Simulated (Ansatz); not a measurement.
`C[SiH2][CH2][AlH2]`, relaxed with RKS PBE-D4/def2-SVP in Ansatz 0.2.0 from a rough embedded geometry. The force threshold is 0.03 eV/Å; the program also tests the step.

The species carries charge 0 and has multiplicity 1.

Start:

```xyz
13

C     1.535    0.980   -0.030
Si    0.179    0.458    1.054
C    -0.592   -1.080    0.384
Al   -1.580   -0.816   -1.330
H     2.293    0.224   -0.170
H     1.143    1.262   -1.094
H     2.023    1.903    0.351
H    -0.860    1.471    1.140
H     0.777    0.164    2.379
H     0.220   -1.883    0.222
H    -1.296   -1.504    1.137
H    -2.291   -1.958   -2.087
H    -1.550    0.778   -1.956
```

```tsv
step	energy (eV)	largest force (eV/Å)	largest move (Å)
1	-16677.6573	1.981	0.000
2	-16677.9491	0.906	0.147
3	-16677.9623	0.297	0.132
4	-16677.9856	0.051	0.093
5	-16677.9871	0.028	0.058
```

End:

```xyz
13

C     1.582    1.056   -0.058
Si    0.212    0.431    1.089
C    -0.632   -1.086    0.350
Al   -1.569   -0.809   -1.358
H     2.355    0.275   -0.215
H     1.171    1.341   -1.049
H     2.085    1.947    0.369
H    -0.814    1.521    1.284
H     0.805    0.133    2.445
H     0.112   -1.905    0.213
H    -1.380   -1.495    1.068
H    -2.336   -2.034   -2.055
H    -1.590    0.625   -2.083
```

Hardware: 4 threads of an Intel Xeon Platinum 8488C on a shared host. Wall time 4.8 s, peak host memory 0.17 GiB.
